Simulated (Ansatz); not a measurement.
Al₇N₇H₂₀, a nanocrystal cut from wurtzite AlN (hydrogen-capped), 34 atoms. Hardware: 2 threads of AMD EPYC 7R13 on a shared host and a share (18 GiB) of an NVIDIA H100 80GB HBM3.

Correlated methods freeze 42 core orbitals. Single mean-field runs in def2-TZVP are fitted with def2-universal-jkfit.

(1) How many basis functions does each of these Ansatz runs have, and roughly what does it cost? BHLYP-D4/def2-TZVP, charge 0 singlet, energy, from earlier orbitals; PBE0-D4/def2-TZVP, charge 1 doublet at the geometry of the charge 0 singlet, energy; PBE-D4/def2-TZVP, charge 1 doublet, energy, from earlier orbitals; PBE-D4/def2-SVP, charge 0 singlet, energy, from earlier orbitals; B2PLYP/def2-TZVP, charge -1 doublet at the geometry of the charge 0 singlet, energy, from earlier orbitals; PBE-D4/def2-TZVP, charge 0 triplet at the geometry of the charge 0 singlet, energy, from earlier orbitals; PBE0-D4/def2-TZVP, charge 0 singlet, energy and forces, from earlier orbitals; PBE0-D4/def2-TZVP, charge -1 doublet at the geometry of the charge 0 singlet, energy; PBE-D4/def2-SVP, charge 1 doublet, relaxation, 13 steps; PBE-D4/def2-TZVP, charge -1 doublet at the geometry of the charge 0 singlet, energy, from earlier orbitals; r2SCAN-D4/def2-TZVP, charge 0 singlet, energy and forces, from earlier orbitals; B2PLYP/def2-TZVP, charge 0 singlet, energy, from earlier orbitals.

## Answers

(1) Other jobs shared the machine, so times can vary by a factor of up to 3. A dash marks memory too small to be measured apart from the calling script's.

```tsv
run	functions	fitting or Cholesky vectors	wall time	peak host memory (GiB)
PBE-D4/def2-SVP, charge 0 singlet, energy, from earlier orbitals	324	3715	4.5 s	–
PBE0-D4/def2-TZVP, charge 0 singlet, energy and forces, from earlier orbitals	596	1795	6 s	1.2
BHLYP-D4/def2-TZVP, charge 0 singlet, energy, from earlier orbitals	596	1795	7 s	–
PBE0-D4/def2-TZVP, charge 1 doublet at the geometry of the charge 0 singlet, energy	596	1795	10 s	1.2
B2PLYP/def2-TZVP, charge 0 singlet, energy, from earlier orbitals	596	1795	11 s	3
PBE-D4/def2-TZVP, charge 0 triplet at the geometry of the charge 0 singlet, energy, from earlier orbitals	596	1795	12 s	1.2
r2SCAN-D4/def2-TZVP, charge 0 singlet, energy and forces, from earlier orbitals	596	1795	12 s	1.1
PBE-D4/def2-TZVP, charge -1 doublet at the geometry of the charge 0 singlet, energy, from earlier orbitals	596	1795	19 s	1.2
PBE0-D4/def2-TZVP, charge -1 doublet at the geometry of the charge 0 singlet, energy	596	1795	19 s	1.2
B2PLYP/def2-TZVP, charge -1 doublet at the geometry of the charge 0 singlet, energy, from earlier orbitals	596	1795	28 s	3.1
PBE-D4/def2-TZVP, charge 1 doublet, energy, from earlier orbitals	596	1795	35 s	1.1
PBE-D4/def2-SVP, charge 1 doublet, relaxation, 13 steps	324	3715	65 s	–
```
